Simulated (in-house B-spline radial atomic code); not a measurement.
RPA and G0W0 for neutral europium, [Xe] 4f7 6s2, highest spin, as one setting changes: the highest l of the empty states. Start: r2SCAN. A dash marks a level of low quasi-particle weight. Computed with an all-electron radial atomic-structure program (B-spline basis): all electrons, scalar-relativistic (spin-free one-electron X2C), finite nucleus, each spin shell either full or empty, empty states to the listed l with an (l + 1/2)⁻⁴ tail; G0W0 by contour deformation at full frequency.

Without the two-electron picture change, the correlation of inner shells comes somewhat too large for so heavy an element.

```tsv
highest l of the empty states	RPA summed (Eh)	RPA extrapolated (Eh)	G0W0 level (eV)
5	-4.7533	-5.3765	6s down -5.773
6	?	?	?
7	-5.0937	-5.3339	6s down -5.767
8	-5.1591	-5.3143	6s down -5.766
9	?	?	?
10	-5.2212	-5.2931	6s down -5.765
11	-5.2366	-5.2883	6s down -5.765
```

(1) What belongs in the row for 9?

(2) What belongs in the row for 6?

Answers

(1) RPA summed (Eh): -5.1975; RPA extrapolated (Eh): -5.301; G0W0 level (eV): 6s down -5.766.

(2) RPA summed (Eh): -4.9762; RPA extrapolated (Eh): -5.3589; G0W0 level (eV): 6s down -5.769.
